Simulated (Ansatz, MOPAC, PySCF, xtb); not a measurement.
Noncovalent pair: ethylamine (SMILES CCN) (first 10 atoms) with HF (SMILES F); geometry from B3LYP-D3(BJ)/def2-TZVP, rigid monomers moved along the line of their centres of mass till N3···H12 is 1.85 Å.
(charge 0, multiplicity 1):
```csv
atom,x (Å),y (Å),z (Å)
C,1.2488,0.4907,0.0162
C,-0.2581,0.3102,-0.0588
N,-0.6906,-0.7789,0.8387
H,1.5661,1.3184,-0.6192
H,1.5586,0.6969,1.0408
H,1.7683,-0.4086,-0.3250
H,-0.5677,0.1293,-1.0943
H,-0.7585,1.2201,0.2771
H,-1.6941,-0.9165,0.7888
H,-0.2540,-1.6555,0.5716
F,0.0106,-0.0406,3.4610
H,-0.2743,-0.3696,2.5894
```

Interaction energies are E(AB) − E(A) − E(B) at the monomers' geometry in the complex; basis-set methods are counterpoise corrected. Rows marked so take none.

Correlated levels freeze the cores. Rows in 3-21G, 6-31G* carry no dispersion term and start afresh at each structure (6-31G* with six Cartesian d functions). The state that PM3, PM7 reach isn't checked; PM7 holds dispersion and hydrogen-bond terms.

Programs: Ansatz (Gaussian basis) for Hartree–Fock, density functionals and correlated methods; MOPAC for PM3, PM7 (differences of heats of formation); PySCF for 3-21G rows, 6-31G* rows, the dispersion terms; xtb for the GFN methods. Values without a source in brackets are computed.

```
level                          interaction energy (kcal/mol)
-----------------------------  -----------------------------
PM3                                                    -6.22
PM7                                                    -6.27
GFN2-xTB                                              -12.82
HF/6-31G*                                             -12.89
PBE-D4/def2-TZVPPD                                    -15.87
B3LYP/3-21G (no counterpoise)                         -21.12
B3LYP-D3(BJ)/def2-TZVPPD                              -15.58
CCSD/aug-cc-pVDZ                                           …
CCSD(T)/aug-cc-pVDZ                                        …
```

Question: Complete the blanks.

Answer: 
- CCSD/aug-cc-pVDZ, interaction energy (kcal/mol): -13.25
- CCSD(T)/aug-cc-pVDZ, interaction energy (kcal/mol): -13.57

Ansatz is a program for electronic structure.
